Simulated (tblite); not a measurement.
Run record: tight-binding relaxation, `CC/C(=C\N(C)C)CCF`.

Computed with GFN2-xTB geometry optimisation, gas phase (tblite 0.8.0). Start geometry: from a force field or distance geometry. The input is one job of a driver script: a line of settings, then coordinates in Å.

Command:
```bash
OMP_NUM_THREADS=1 python probes_run.py task.json out
```

Input:
```
{"job": {"kind": "relax", "xc": "GFN2-xTB", "basis": "xTB"}, "charge": 0, "multiplicity": 1}
C     -0.347200    -2.045600     0.275200
C     -1.199900    -0.904700    -0.163500
C     -0.585900     0.403400    -0.363000
C      0.648300     0.778200    -0.213400
N      1.735300    -0.025300     0.227300
C      2.160700     0.181600     1.616600
C      2.437900    -0.972800    -0.623000
C     -1.535700     1.483300    -0.829500
C     -2.658600     1.782600     0.066100
F     -3.415900     2.796300    -0.548800
H      0.053400    -2.543700    -0.634300
H     -1.094400    -2.840600     0.655400
H      0.322500    -1.912200     1.112300
H     -1.566900    -1.218900    -1.183000
H     -2.167400    -0.828000     0.437000
H      0.914700     1.828700    -0.406500
H      3.062700     0.839900     1.547200
H      1.395700     0.782600     2.121900
H      2.385900    -0.776400     2.108000
H      2.508500    -1.987700    -0.215200
H      1.982900    -0.922300    -1.630700
H      3.501500    -0.620400    -0.713900
H     -0.979100     2.410600    -1.037700
H     -1.908500     1.102600    -1.833900
H     -2.283900     2.233200     1.017300
H     -3.387800     0.998500     0.315100
```

Output:
```
step      E/eV     max force
  0    -894.68892    3.258
  1    -895.11941    1.807
  2    -895.22210    1.034
  3    -895.30492    0.786
  4    -895.39211    0.350
  5    -895.40810    0.328
  6    -895.44377    0.277
  7    -895.45997    0.328
  8    -895.48669    0.354
  9    -895.50778    0.297
... (232 lines left out)
242    -895.92634    0.024
243    -895.92650    0.020
244    -895.92666    0.020
245    -895.92681    0.020
246    -895.92696    0.018
247    -895.92707    0.018
248    -895.92714    0.016
249    -895.92718    0.014
250    -895.92722    0.011
251    -895.92725    0.010
```

«max force» is the largest atomic force in eV/Å.

**Question.** From which step on does the largest force stay under 0.1 eV/Å, and how much energy is left to gain from there?

**Answer.** From step 212 (0.081 eV/Å), 16.3 meV above the end.

Main results: energy lowered by 28.6 kcal/mol over 251 steps; largest atomic force 0.010 eV/Å at the end.

**Question.** Give the final coordinates.

**Answer.** 0.838 Å rms from the input after alignment:
```
atom  x, y, z in Å
C1    -1.0478   -1.9016    0.4535
C2    -1.0511   -1.0016   -0.7817
C3    -0.5319    0.3815   -0.4803
C4     0.6501    0.6711    0.0720
N5     1.6633   -0.2027    0.4760
C6     2.6650    0.4182    1.3146
C7     2.2569   -1.0701   -0.5196
C8    -1.4831    1.5108   -0.7858
C9    -2.5969    1.5768    0.2563
F10   -3.4565    2.6148   -0.0237
H11   -0.0457   -1.9788    0.8638
H12   -1.4033   -2.8979    0.1989
H13   -1.6980   -1.4874    1.2206
H14   -0.4626   -1.4728   -1.5749
H15   -2.0723   -0.9215   -1.1599
H16    0.8473    1.7142    0.3067
H17    3.3007    1.1264    0.7625
H18    2.1784    0.9464    2.1327
H19    3.3035   -0.3578    1.7366
H20    2.8048   -1.8669   -0.0138
H21    1.4882   -1.5170   -1.1402
H22    2.9570   -0.5282   -1.1721
H23   -0.9603    2.4685   -0.7884
H24   -1.9334    1.3697   -1.7716
H25   -2.1906    1.7628    1.2558
H26   -3.2025    0.6656    0.2649
```

Time: 7.4 s of wall time. Hardware: one thread of an Intel Xeon at 2.50 GHz, on a shared host.
Labels such as C1 count atoms from 1, the log's own numbers from 0.
